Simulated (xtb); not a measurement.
xtb input (GFN2-xTB):

```bash
xtb mol.xyz --gfn 2 --sp --chrg 0 --uhf 0
```
mol.xyz:
```
3

Ba     0.31812200    -0.15983617     0.28994222
Cl     1.21993507     0.69217242    -2.15449770
Cl    -2.26786636    -0.16565327     1.19939393
```

Output:

```
           -------------------------------------------------
          |                Calculation Setup                |
           -------------------------------------------------

           -------------------------------------------------
          |                 G F N 2 - x T B                 |
           -------------------------------------------------

        Reference                      10.1021/acs.jctc.8b01176
      * Hamiltonian:
        H0-scaling (s, p, d)           1.850000    2.230000    2.230000
        zeta-weighting                 0.500000
      * Dispersion:
        s8                             2.700000
        a1                             0.520000
        a2                             5.000000
        s9                             5.000000
      * Repulsion:
        kExp                           1.500000    1.000000
        rExp                           1.000000
      * Coulomb:
        alpha                          2.000000
        third order                    shell-resolved
        anisotropic                    true
        a3                             3.000000
        a5                             4.000000
        cn-shift                       1.200000
        cn-exp                         4.000000
        max-rad                        5.000000

          ...................................................
          :                      SETUP                      :
          :.................................................:
          :  # basis functions                  30          :
          :  # atomic orbitals                  27          :
          :  # shells                            9          :
          :  # electrons                        16          :
          :  max. iterations                   250          :
          :  Hamiltonian                  GFN2-xTB          :
          :  restarted?                      false          :
          :  GBSA solvation                  false          :
          :  PC potential                    false          :
          :  electronic temp.          300.0000000     K    :
          :  accuracy                    1.0000000          :
          :  -> integral cutoff          0.2500000E+02      :
          :  -> integral neglect         0.1000000E-07      :
          :  -> SCF convergence          0.1000000E-05 Eh   :
          :  -> wf. convergence          0.1000000E-03 e    :
          :  Broyden damping             0.4000000          :
          :  net charge                          0          :
          :  unpaired electrons                  0          :
          ...................................................

 iter      E             dE          RMSdq      gap      omega  full diag
   1     -8.3441109 -0.834411E+01  0.541E+01    0.69       0.0  T
   2     -9.1553114 -0.811200E+00  0.271E+01    9.93       1.0  T
   3     -9.4847501 -0.329439E+00  0.300E+01    3.33       1.0  T
   4     -9.5430593 -0.583092E-01  0.263E+01    2.83       1.0  T
   5     -9.5897623 -0.467030E-01  0.159E+01    2.43       1.0  T
   6     -9.5067040  0.830583E-01  0.217E+01    0.89       1.0  T
   7     -9.5461908 -0.394868E-01  0.167E+01    0.95       1.0  T
   8     -9.6555350 -0.109344E+00  0.260E+00    1.37       1.0  T
   9     -9.6613233 -0.578825E-02  0.139E+00    1.67       1.0  T
  10     -9.6625283 -0.120497E-02  0.111E+00    1.63       1.0  T
  11     -9.6633116 -0.783367E-03  0.100E+00    1.58       1.0  T
  12     -9.6633098  0.179477E-05  0.287E-01    1.54       1.0  T
  13     -9.6633140 -0.417980E-05  0.401E-01    1.54       1.0  T
  14     -9.6633662 -0.521821E-04  0.340E-01    1.55       1.0  T
  15     -9.6633977 -0.315600E-04  0.207E-01    1.55       1.0  T
  16     -9.6634084 -0.106208E-04  0.130E-01    1.56       1.0  T
  17     -9.6634131 -0.475640E-05  0.760E-02    1.56       1.0  T
  18     -9.6634150 -0.191695E-05  0.371E-02    1.56       1.6  T
  19     -9.6634156 -0.601615E-06  0.652E-03    1.56       8.9  T
  20     -9.6634156  0.338898E-07  0.119E-02    1.56       4.9  T
  21     -9.6634157 -0.511725E-07  0.375E-03    1.56      15.4  T
  22     -9.6634157 -0.556874E-08  0.399E-04    1.56     144.8  T
  23     -9.6634157 -0.599520E-10  0.377E-05    1.56    1531.5  T

   *** convergence criteria satisfied after 23 iterations ***

         #    Occupation            Energy/Eh            Energy/eV
      -------------------------------------------------------------
         1        2.0000           -1.0324370             -28.0940
         2        2.0000           -1.0268183             -27.9411
         3        2.0000           -0.4548756             -12.3778
         4        2.0000           -0.4195963             -11.4178
         5        2.0000           -0.4171534             -11.3513
         6        2.0000           -0.4163913             -11.3306
         7        2.0000           -0.4116105             -11.2005
         8        2.0000           -0.4115950             -11.2001 (HOMO)
         9                         -0.3542177              -9.6388 (LUMO)
        10                         -0.2127636              -5.7896
        11                         -0.1516488              -4.1266
        12                         -0.0463003              -1.2599
        13                          0.0041841               0.1139
       ...                                ...                  ...
        27                          0.3879654              10.5571
      -------------------------------------------------------------
                  HL-Gap            0.0573773 Eh            1.5613 eV
             Fermi-level           -0.3825908 Eh          -10.4108 eV

 SCC (total)                   0 d,  0 h,  0 min,  0.007 sec
 SCC setup                      ...        0 min,  0.000 sec (  1.556%)
 Dispersion                     ...        0 min,  0.000 sec (  0.783%)
 classical contributions        ...        0 min,  0.000 sec (  0.266%)
 integral evaluation            ...        0 min,  0.001 sec ( 14.379%)
 iterations                     ...        0 min,  0.005 sec ( 64.661%)
 molecular gradient             ...        0 min,  0.001 sec ( 16.774%)
 printout                       ...        0 min,  0.000 sec (  1.380%)

         :::::::::::::::::::::::::::::::::::::::::::::::::::::
         ::                     SUMMARY                     ::
         :::::::::::::::::::::::::::::::::::::::::::::::::::::
         :: total energy              -9.662278664792 Eh    ::
         :: gradient norm              0.010121876544 Eh/a0 ::
         :: HOMO-LUMO gap              1.561315550803 eV    ::
         ::.................................................::
         :: SCC energy                -9.663415720484 Eh    ::
         :: -> isotropic ES            0.069276583021 Eh    ::
         :: -> anisotropic ES          0.003086709490 Eh    ::
         :: -> anisotropic XC          0.000252374335 Eh    ::
         :: -> dispersion             -0.001589461193 Eh    ::
         :: repulsion energy           0.001137055692 Eh    ::
         :: add. restraining           0.000000000000 Eh    ::
         :: total charge               0.000000000000 e     ::
         :::::::::::::::::::::::::::::::::::::::::::::::::::::

           -------------------------------------------------
          |                Property Printout                |
           -------------------------------------------------

    * Orbital Energies and Occupations

         #    Occupation            Energy/Eh            Energy/eV
      -------------------------------------------------------------
         1        2.0000           -1.0324370             -28.0940
         2        2.0000           -1.0268183             -27.9411
         3        2.0000           -0.4548756             -12.3778
Note: The following floating-point exceptions are signalling: IEEE_UNDERFLOW_FLAG IEEE_DENORMAL
normal termination of xtb
         4        2.0000           -0.4195963             -11.4178
         5        2.0000           -0.4171534             -11.3513
         6        2.0000           -0.4163913             -11.3306
         7        2.0000           -0.4116105             -11.2005
         8        2.0000           -0.4115950             -11.2001 (HOMO)
         9                         -0.3542177              -9.6388 (LUMO)
        10                         -0.2127636              -5.7896
        11                         -0.1516488              -4.1266
        12                         -0.0463003              -1.2599
        13                          0.0041841               0.1139
        14                          0.0106423               0.2896
        15                          0.0299533               0.8151
        16                          0.0479100               1.3037
        17                          0.0483755               1.3164
        18                          0.0497248               1.3531
        19                          0.0502600               1.3676
       ...                                ...                  ...
        27                          0.3879654              10.5571
      -------------------------------------------------------------
                  HL-Gap            0.0573773 Eh            1.5613 eV
             Fermi-level           -0.3825908 Eh          -10.4108 eV

     #   Z          covCN         q      C6AA      α(0)
     1  56 Ba       1.363     0.657   694.328    83.914
     2  17 Cl       0.681    -0.328   109.227    15.984
     3  17 Cl       0.681    -0.328   109.227    15.984

 Mol. C6AA /au·bohr⁶  :       2103.581152
 Mol. C8AA /au·bohr⁸  :     343602.482528
 Mol. α(0) /au        :        115.880699

Wiberg/Mayer (AO) data.
largest (>0.10) Wiberg bond orders for each atom

 ---------------------------------------------------------------------------
     #   Z sym  total        # sym  WBO       # sym  WBO       # sym  WBO
 ---------------------------------------------------------------------------
     1  56 Ba   1.852 --     3 Cl   0.926     2 Cl   0.926
     2  17 Cl   1.120 --     1 Ba   0.926     3 Cl   0.194
     3  17 Cl   1.120 --     1 Ba   0.926     2 Cl   0.194
 ---------------------------------------------------------------------------

Topologies differ in total number of bonds
Writing topology from bond orders to xtbtopo.mol

molecular dipole:
                 x           y           z       tot (Debye)
 q only:        1.045      -0.525       0.953
   full:        1.036      -0.520       0.944       3.799
molecular quadrupole (traceless):
                xx          xy          yy          xz          yz          zz
 q only:       -3.806      -2.325       6.702       9.732       2.810      -2.896
  q+dip:       -3.226      -2.438       5.746       9.397       2.224      -2.520
   full:       -3.743      -2.541       6.627      10.197       2.678      -2.884

           -------------------------------------------------
          | TOTAL ENERGY               -9.662278664792 Eh   |
          | GRADIENT NORM               0.010121876544 Eh/α |
          | HOMO-LUMO GAP               1.561315550803 eV   |
           -------------------------------------------------

------------------------------------------------------------------------
------------------------------------------------------------------------
 total:
 SCF:
```
